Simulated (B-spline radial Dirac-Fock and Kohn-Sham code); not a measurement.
# How the settings move the core levels of Mn⁶⁺

ΔSCF core binding energies without Breit or QED terms, calculated with an atomic code on a B-spline grid. Keys: rel is the Hamiltonian (dirac, or spin-free x2c and nr, where L3 and M5 stand for the whole 2p and 3d shells), method is hf or an exchange,correlation pair (spin-unpolarised, also for the hole states), nuc the nuclear model, radius_factor scales its radius, rmax is the box in bohr, h the logarithmic mesh step, order the B-spline order, points the quadrature points per cell, c_factor scales the speed of light, and damp, ndamp, maxit and tol steer the iteration. The run stops when the commutator error falls below 10·tol·max(1, Z/10), or the numerical noise floor, and the energy has settled to about 1e-8 Ha; the virial ratio is −V/T.

Base input:

```json
{"items": [{"Z": 25, "q": 6, "cfg": [[1, 0, 2], [2, 0, 2], [2, 1, 6], [3, 0, 2], [3, 1, 6], [3, 2, 1]], "A": 55, "rrms": 3.7057, "do": "settings", "holes": ["K", "L3", "M5"],
  "settings": [{"rel": "dirac", "method": "hf", "nuc": "fermi", "radius_factor": 1.0, "rmax": 45.0, "h": 0.3, "order": 8, "points": 10, "c_factor": 1.0, "maxit": 60, "damp": 0.5, "ndamp": 3, "tol": 1e-08}]}]}
```

The ground state converged in 9 iterations, with total energy -1147.65123 Ha, virial ratio 1.98649 and highest orbital energy -119.23 eV. ΔSCF binding energies: K (1s) 6683.1 eV, L3 (2p3/2) 779.6 eV. Holes are computed only in closed shells, and unreliable hole states are left out.

Changes from the base run:

| changed setting | Δ total energy (Ha) | Δ K (eV) | Δ L3 (eV) | iterations |
| --- | --- | --- | --- | --- |
| rel = "nr" | +7.73388 | -55.21 | +1.77 | 9 |
| radius_factor = 2.0 | +0.00988 | -0.12 | 0.00 | 9 |
| damp = 0.0 | 0.00000 | 0.00 | 0.00 | 8 |
| c_factor = 5.0 | ? | ? | ? | ? |
| h = 0.12 | 0.00000 | 0.00 | 0.00 | 9 |
| rel = "nr"; method = "rpbe,pbe"; rmax = 80.0 | +6.95954 | -40.03 | +0.65 | 9 |
| rel = "nr"; nuc = "sphere"; rmax = 80.0 | +7.73388 | -55.21 | +1.77 | 9 |

Q: What does the change c_factor = 5.0 do?

A: The total energy moves by +7.43187 Ha and the binding energies by K -53.06 eV, L3 +1.70 eV; the run takes 9 iterations.
